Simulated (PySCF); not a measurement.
**[Ce(NH2)3]+: from a saddle point downhill**

PySCF 2.14.0, RKS PBE0, Ce lcecp-2-SVP with ECP46, N def2-SVP, H def2-SVP; non-relativistic Hamiltonian with scalar-relativistic core potentials where named; density fitting; no spin-orbit coupling. Relaxed within the symmetry of its start, the geometry (D3h) is

```xyz
10

Ce    0.0000    0.0000    0.0000
N     2.1568    0.0000    0.0000
H     2.7813    0.0000    0.8130
H     2.7813    0.0000   -0.8130
N    -1.0785    1.8679    0.0000
H    -1.3907    2.4086    0.8130
H    -1.3907    2.4086   -0.8130
N    -1.0784   -1.8679    0.0000
H    -1.3906   -2.4087    0.8130
H    -1.3906   -2.4087   -0.8130
```

and its lowest harmonic modes are -767, -767, -683, -308, 138, 138 cm⁻¹ (negative: unstable). It was moved along the lowest mode and relaxed again.

Problem. Where does it end, and how much lower?

Solution. In C3v, 2.061 eV lower, after 44 steps:
```xyz
10

Ce    0.0404    0.0354    0.4645
N     2.0667    0.0034   -0.1594
H     2.6445   -0.8324   -0.2869
H     2.6482    0.8094   -0.4049
N    -1.0436    1.7993    0.0058
H    -2.0610    1.9013   -0.0439
H    -0.6397    2.7106   -0.2277
N    -1.0170   -1.7930    0.2663
H    -2.0335   -1.9107    0.2359
H    -0.6049   -2.7233    0.1503
```

Problem. How do the contacts change?

Solution. 
| contact | saddle (Å) | end (Å) |
| --- | --- | --- |
| Ce1–N2 (NH2) | 2.157 | 2.120 |
| Ce1–N5 (NH2) | 2.157 | 2.121 |
| Ce1–N8 (NH2) | 2.157 | 2.122 |


Problem. Is the end a minimum?

Solution. Yes; lowest modes 67, 155, 158, 352, 393, 394 cm⁻¹.

State: singlet in the valence, with the 4f electrons in the core potential.
